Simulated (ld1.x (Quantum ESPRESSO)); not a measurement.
# LDA (PZ) PAW dataset for Al, non-relativistic all-electron reference.

The input file (ld1.x (Quantum ESPRESSO) 7.5):

```
&input
   title='Al', zed=13., rel=0, dft='PZ', iswitch=3,
   config='[Ne] 3s2 3p0.75',
   nld=2, rlderiv=2.25, eminld=-3.0, emaxld=5.0, deld=0.02
 /
 &inputp
   pseudotype=3, lpaw=.true., tm=.true., lloc=-1, rcloc=1.90,
   nlcc=.true., new_core_ps=.true., rcore=0.90,
   which_augfun='PSQ', rmatch_augfun_nc=.true.,
   file_pseudopw='Al.UPF', file_wfcaegen='ae.wfc', file_wfcncgen='nc.wfc', file_beta='beta', file_chi='chi', file_wfcusgen='us.wfc'
 /
4
3S  1  0   2.00   0.00  1.65  2.05  0.0
3S  1  0   0.00   2.85  1.65  2.05  0.0
3P  2  1   0.75   0.00  1.70  1.85  0.0
3P  2  1   0.00   1.65  1.70  1.85  0.0
 &test
   configts(1)='3s2 3p0.75'
 /
```

Command:

```bash
ld1.x < Al.in > Al.out
```

The program printed (shortened: banner, matrices, multipoles, cross overlaps and the repeated all-electron block are left out):

```
Program LD1 v.7.5
     --------------------------- All-electron run ----------------------------

     Al

     atomic number is 13.00
     dft =PZ   lsd =0 sic =0 latt =0  beta=0.20 tr2=1.0E-14
     Exchange-correlation= PZ
                           (   1   1   0   0   0   0   0)
     mesh =1135 r(mesh) = 100.48924 a.u. xmin = -7.00 dx = 0.01250
     1 Ry =  13.60569312 eV

     n l     nl                  e(Ry)          e(Ha)          e(eV)
     1 0     1S 1( 2.00)      -110.4484       -55.2242     -1502.7276
     2 0     2S 1( 2.00)        -8.0030        -4.0015      -108.8858
     2 1     2P 1( 6.00)        -5.2616        -2.6308       -71.5871
     3 0     3S 1( 2.00)        -0.6930        -0.3465        -9.4291
     3 1     3P 1( 0.75)        -0.3117        -0.1558        -4.2409

     final scf error:  2.3E-15 reached in  21 iterations

     Etot =    -482.553537 Ry,    -241.276769 Ha,   -6565.475341 eV

     Ekin =     481.271382 Ry,     240.635691 Ha,    6548.030726 eV
     Encl =   -1152.665264 Ry,    -576.332632 Ha,  -15682.809849 eV
     Eh   =     223.631214 Ry,     111.815607 Ha,    3042.657676 eV
     Exc  =     -34.790869 Ry,     -17.395435 Ha,    -473.353894 eV

     normalization and overlap integrals

     s(1S/1S) =  1.000000  <r> =   0.1210  <r2> =    0.0197  r(max) =   0.0789
     s(2S/2S) =  1.000000  <r> =   0.6309  <r2> =    0.4776  r(max) =   0.5016
     s(2P/2P) =  1.000000  <r> =   0.6050  <r2> =    0.4660  r(max) =   0.4264
     s(3S/3S) =  1.000000  <r> =   2.4988  <r2> =    7.2809  r(max) =   2.0597
     s(3P/3P) =  1.000000  <r> =   3.2607  <r2> =   12.6669  r(max) =   2.5794

     ------------------------ End of All-electron run ------------------------

     --------------------- Generating PAW atomic setup --------------------

      Generating local potential from pseudized AE potential:
      Matching radius rcloc =   1.9000

      Local pseudo, rcloc= 1.887 Estimated cut-off energy=     6.62 Ry

      Computing core charge for nlcc:

       r > 0.90 : true rho core
      Core charge pseudized with two Bessel functions
      Integrated core pseudo-charge :   7.13
      Wfc-us  3S rcutus= 2.034  Estimated cut-off energy=    10.70 Ry
      Wfc-us  3S rcutus= 2.034  Estimated cut-off energy=    19.77 Ry
      Wfc-us  3P rcutus= 1.841  Estimated cut-off energy=    20.98 Ry
      Wfc-us  3P rcutus= 1.841  Estimated cut-off energy=    24.16 Ry

     Required augmentation: PSQ   radius:    2.050000

     Q pseudized with Bessel functions
     Expected ecutrho=      99.4714 due to l1=  1   l2=  1

     Estimated PAW energy =  -37.160659 Ryd

     ------------------- End of pseudopotential generation -------------------

     Computing logarithmic derivative in   2.26216
     Computing logarithmic derivative in   2.26216
     Computing the partial wave expansion
     R is outside the sphere for l=    0 j= 0.00
     R is outside the sphere for l=    0 j= 0.00
     R is outside the sphere for l=    1 j= 0.00
     R is outside the sphere for l=    1 j= 0.00

     ---------------------- Testing the pseudopotential ----------------------

     Al

     atomic number is 13.00   valence charge is  3.00
     dft = SLA  PZ   NOGX NOGC   lsd =0 sic =0 latt =0  beta=0.20 tr2=1.0E-14
     mesh =1135 r(mesh) = 100.48924 xmin = -7.00 dx = 0.01250

     n l     nl             e AE (Ry)        e PS (Ry)    De AE-PS (Ry)
     1 0     3S   1( 2.00)       -0.69302       -0.69302        0.00000
     2 1     3P   1( 0.75)       -0.31170       -0.31170        0.00000

     eps = 5.8E-24  iter =  1

     Etot =    -482.553537 Ry,    -241.276769 Ha,   -6565.475341 eV
     Etotps =   -37.160659 Ry,     -18.580330 Ha,    -505.596524 eV

     Ekin =       5.722688 Ry,       2.861344 Ha,      77.861141 eV
     Encl =     -10.632495 Ry,      -5.316247 Ha,    -144.662463 eV
     Ehrt =       2.540017 Ry,       1.270008 Ha,      34.558692 eV
     Ecxc =     -34.790869 Ry,     -17.395435 Ha,    -473.353894 eV
     (Ecc =     -14.314482 Ry,      -7.157241 Ha,    -194.758450 eV)

     ---------------------- End of pseudopotential test ----------------------
```

Generation and configuration tests took about 1.3 s on one core of a shared server CPU.

Transferability test of the new file with ld1.x, input:

```
&input
   title='Al', zed=13., rel=0, dft='PZ', iswitch=2,
   config='[Ne] 3s2 3p0.75'
 /
 &test
   file_pseudo='Al.UPF', nconf=10,
   configts(1)='3s2 3p0.75',
   configts(2)='3s2 3p1',
   configts(3)='3s2 3p0',
   configts(4)='3s1 3p0',
   configts(5)='3s2 3p1.3',
   configts(6)='3s2 3p0.5',
   configts(7)='3s1 3p1',
   configts(8)='3s0 3p3',
   configts(9)='3s2 3p0.75', lsdts(9)=1,
   configts(10)='3s2 3p1', lsdts(10)=1
 /
```

```bash
ld1.x < Al.test.in > Al.test.out
```

Pseudopotential blocks of its output, shortened (energy terms left out):

```
     ---------------------- Testing the pseudopotential ----------------------

     n l     nl             e AE (Ry)        e PS (Ry)    De AE-PS (Ry)
     1 0     3S   1( 2.00)       -0.69302       -0.69302        0.00000
     2 1     3P   1( 0.75)       -0.31170       -0.31170        0.00000

     eps = 5.2E-21  iter =  1

     Etot =    -482.553537 Ry,    -241.276769 Ha,   -6565.475341 eV
     Etotps =   -37.160659 Ry,     -18.580330 Ha,    -505.596524 eV

     ---------------------- End of pseudopotential test ----------------------

          ---------------------- Testing the pseudopotential ----------------------

     n l     nl             e AE (Ry)        e PS (Ry)    De AE-PS (Ry)
     1 0     3S   1( 2.00)       -0.57419       -0.57417       -0.00002
     2 1     3P   1( 1.00)       -0.20554       -0.20554       -0.00000

     eps = 1.6E-15  iter =  6

     Etot =    -482.618011 Ry,    -241.309006 Ha,   -6566.352557 eV
     Etotps =   -37.225132 Ry,     -18.612566 Ha,    -506.473728 eV
     dEtot_ae =      -0.064474 Ry
     dEtot_ps =      -0.064473 Ry,   Delta E=      -0.000001 Ry

     ---------------------- End of pseudopotential test ----------------------

          ---------------------- Testing the pseudopotential ----------------------

     n l     nl             e AE (Ry)        e PS (Ry)    De AE-PS (Ry)
     1 0     3S   1( 2.00)       -1.09490       -1.09526        0.00036
     2 1     3P   1( 0.00)       -0.67385       -0.67409        0.00023

     eps = 2.2E-15  iter =  7

     Etot =    -482.187564 Ry,    -241.093782 Ha,   -6560.496029 eV
     Etotps =   -36.794630 Ry,     -18.397315 Ha,    -500.616449 eV
     dEtot_ae =       0.365973 Ry
     dEtot_ps =       0.366029 Ry,   Delta E=      -0.000056 Ry

     ---------------------- End of pseudopotential test ----------------------

          ---------------------- Testing the pseudopotential ----------------------

     n l     nl             e AE (Ry)        e PS (Ry)    De AE-PS (Ry)
     1 0     3S   1( 1.00)       -1.75601       -1.75965        0.00364
     2 1     3P   1( 0.00)       -1.27866       -1.28158        0.00292

     eps = 8.0E-16  iter =  7

     Etot =    -480.765908 Ry,    -240.382954 Ha,   -6541.153407 eV
     Etotps =   -35.371328 Ry,     -17.685664 Ha,    -481.251437 eV
     dEtot_ae =       1.787629 Ry
     dEtot_ps =       1.789331 Ry,   Delta E=      -0.001702 Ry

     ---------------------- End of pseudopotential test ----------------------

          ---------------------- Testing the pseudopotential ----------------------

     n l     nl             e AE (Ry)        e PS (Ry)    De AE-PS (Ry)
     1 0     3S   1( 2.00)       -0.44527       -0.44525       -0.00002
     2 1     3P   1( 1.30)       -0.09101       -0.09101        0.00000

     eps = 2.6E-15  iter =  7

     Etot =    -482.662100 Ry,    -241.331050 Ha,   -6566.952418 eV
     Etotps =   -37.269221 Ry,     -18.634610 Ha,    -507.073578 eV
     dEtot_ae =      -0.108563 Ry
     dEtot_ps =      -0.108561 Ry,   Delta E=      -0.000002 Ry

     ---------------------- End of pseudopotential test ----------------------

          ---------------------- Testing the pseudopotential ----------------------

     n l     nl             e AE (Ry)        e PS (Ry)    De AE-PS (Ry)
     1 0     3S   1( 2.00)       -0.82019       -0.82024        0.00005
     2 1     3P   1( 0.50)       -0.42585       -0.42587        0.00003

     eps = 7.0E-16  iter =  6

     Etot =    -482.461497 Ry,    -241.230749 Ha,   -6564.223077 eV
     Etotps =   -37.068617 Ry,     -18.534308 Ha,    -504.344226 eV
     dEtot_ae =       0.092040 Ry
     dEtot_ps =       0.092042 Ry,   Delta E=      -0.000002 Ry

     ---------------------- End of pseudopotential test ----------------------

          ---------------------- Testing the pseudopotential ----------------------

     n l     nl             e AE (Ry)        e PS (Ry)    De AE-PS (Ry)
     1 0     3S   1( 1.00)       -1.15298       -1.15379        0.00081
     2 1     3P   1( 1.00)       -0.72417       -0.72467        0.00050

     eps = 5.4E-16  iter =  6

     Etot =    -481.762717 Ry,    -240.881358 Ha,   -6554.715681 eV
     Etotps =   -36.369564 Ry,     -18.184782 Ha,    -494.833128 eV
     dEtot_ae =       0.790820 Ry
     dEtot_ps =       0.791095 Ry,   Delta E=      -0.000275 Ry

     ---------------------- End of pseudopotential test ----------------------

          ---------------------- Testing the pseudopotential ----------------------

     n l     nl             e AE (Ry)        e PS (Ry)    De AE-PS (Ry)
     1 0     3S   1( 0.00)       -0.68674       -0.68717        0.00043
     2 1     3P   1( 3.00)       -0.28995       -0.29006        0.00011

     eps = 5.8E-15  iter =  9

     Etot =    -481.851027 Ry,    -240.925513 Ha,   -6555.917200 eV
     Etotps =   -36.457841 Ry,     -18.228921 Ha,    -496.034198 eV
     dEtot_ae =       0.702510 Ry
     dEtot_ps =       0.702818 Ry,   Delta E=      -0.000308 Ry

     ---------------------- End of pseudopotential test ----------------------

          ---------------------- Testing the pseudopotential ----------------------

     n l     nl             e AE (Ry)        e PS (Ry)    De AE-PS (Ry)
     1 0     3S   1( 1.00)       -0.70816       -0.70814       -0.00002
     2 1     3P   1( 0.75)       -0.32575       -0.32574       -0.00001
     1 0     3S   2( 1.00)       -0.67208       -0.67212        0.00004
     2 1     3P   2( 0.00)       -0.29215       -0.29217        0.00002

     eps = 5.1E-15  iter =  4

     Etot =    -482.559775 Ry,    -241.279888 Ha,   -6565.560215 eV
     Etotps =   -37.166892 Ry,     -18.583446 Ha,    -505.681326 eV
     dEtot_ae =      -0.006238 Ry
     dEtot_ps =      -0.006233 Ry,   Delta E=      -0.000005 Ry

     ---------------------- End of pseudopotential test ----------------------

          ---------------------- Testing the pseudopotential ----------------------

     n l     nl             e AE (Ry)        e PS (Ry)    De AE-PS (Ry)
     1 0     3S   1( 1.00)       -0.59118       -0.59114       -0.00004
     2 1     3P   1( 1.00)       -0.22116       -0.22115       -0.00001
     1 0     3S   2( 1.00)       -0.54707       -0.54710        0.00003
     2 1     3P   2( 0.00)       -0.18067       -0.18069        0.00002

     eps = 2.7E-15  iter =  6

     Etot =    -482.627988 Ry,    -241.313994 Ha,   -6566.488304 eV
     Etotps =   -37.235103 Ry,     -18.617551 Ha,    -506.609383 eV
     dEtot_ae =      -0.074451 Ry
     dEtot_ps =      -0.074444 Ry,   Delta E=      -0.000008 Ry

     ---------------------- End of pseudopotential test ----------------------
```
